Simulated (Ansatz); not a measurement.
`C[O][GeH2]` radical, 8 atoms. The species carries charge 0 and has multiplicity 2. Correlated methods include outer-core shells of Ge, which these sets cover unevenly. Scalar relativity is left out up to krypton. All runs use 4 threads of an Arm Neoverse V1 on a shared host. Correlated methods freeze the cores. Open-shell runs search over several starts.

(1) How many basis functions does each run have, and how long does it take in Ansatz? UKS PBE0-D4/def2-TZVP relaxation (6 steps); UKS BHLYP-D4/def2-TZVPP energy; UKS PBE0-D4/def2-SVP energy; UKS ωB97M-V/def2-QZVPP energy; UKS PBE0-D4/def2-TZVP frequencies; direct RPA on PBE orbitals/def2-TZVPP energy; UHF-CCSD(T)/def2-TZVPP energy; UKS LC-ωPBE/def2-TZVPP energy; UKS BLYP-D4/def2-TZVPP energy; UKS PBE0-D4/def2-QZVPP energy; UHF-CCSD(T)/def2-SVP energy; UKS ωB97M-V/def2-SVP energy. (An estimate is asked.)

Answers

(1) Ansatz gave: Other jobs shared the machine, so times are rough.

| level | job | functions | wall time | peak host memory (GiB) |
| --- | --- | --- | --- | --- |
| UKS PBE0-D4/def2-SVP | energy | 85 | 1.2 s | 0.21 |
| UKS BLYP-D4/def2-TZVPP | energy | 180 | 1.9 s | 0.23 |
| UKS LC-ωPBE/def2-TZVPP | energy | 180 | 2.5 s | 0.31 |
| UKS BHLYP-D4/def2-TZVPP | energy | 180 | 2.8 s | 0.49 |
| direct RPA on PBE orbitals/def2-TZVPP | energy | 180 | 4.6 s | 0.5 |
| UKS ωB97M-V/def2-SVP | energy | 85 | 4.9 s | 0.38 |
| UKS PBE0-D4/def2-QZVPP | energy | 353 | 7.5 s | 1.2 |
| UHF-CCSD(T)/def2-SVP | energy | 85 | 8 s | 0.55 |
| UKS PBE0-D4/def2-TZVP | relaxation (6 steps) | 140 | 16 s | 0.4 |
| UKS ωB97M-V/def2-QZVPP | energy | 353 | 18 s | 1.6 |
| UKS PBE0-D4/def2-TZVP | frequencies | 140 | 65 s | 0.4 |
| UHF-CCSD(T)/def2-TZVPP | energy | 180 | 2.6 min | 4.7 |

LC-ωPBE has ω = 0.4 bohr⁻¹.
